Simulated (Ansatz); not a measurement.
Frontier orbitals of ClFGeH₄Si (`F[SiH](Cl)[GeH3]`).

Charge 0, multiplicity 1. Correlated methods include outer-core shells of Ge, which these sets cover unevenly. Scalar relativity is left out up to krypton. The geometry is a stationary point of PBE0-D4/def2-TZVP. Basis def2-TZVPP, the Gaussian-basis code of Ansatz.

```tsv
functional	HOMO (eV)	LUMO (eV)
B3LYP	-8.14	-0.61
```

Question: Give HOMO and LUMO (eV) with LDA (SPW92), PBE, revPBE, BLYP, r2SCAN, B97M-V, PBE0, r2SCANh, r2SCAN0, HSE06 (plane-wave form), BHLYP, CAM-B3LYP, LC-ωPBE, ωB97X-V, ωB97M-V, HF. (Best estimate.)

Answer: The calculation gave: 
| functional | HOMO | LUMO |
| --- | --- | --- |
| LDA (SPW92) | -7.23 | -1.50 |
| PBE | -7.13 | -1.27 |
| revPBE | -7.09 | -1.16 |
| BLYP | -7.01 | -1.10 |
| r2SCAN | -7.44 | -0.99 |
| B97M-V | -7.54 | -1.12 |
| PBE0 | -8.34 | -0.43 |
| r2SCANh | -7.88 | -0.70 |
| r2SCAN0 | -8.53 | -0.27 |
| HSE06 (plane-wave form) | -7.94 | -0.81 |
| BHLYP | -9.44 | 0.50 |
| CAM-B3LYP | -9.63 | 0.64 |
| LC-ωPBE | -10.92 | 1.76 |
| ωB97X-V | -10.60 | 1.64 |
| ωB97M-V | -10.38 | 1.40 |
| HF | -11.15 | 2.80 |

B3LYP here is the variant with VWN-RPA as its local correlation; programs differ in this. LC-ωPBE has ω = 0.4 bohr⁻¹. Positive LUMOs are unbound and depend on the basis.
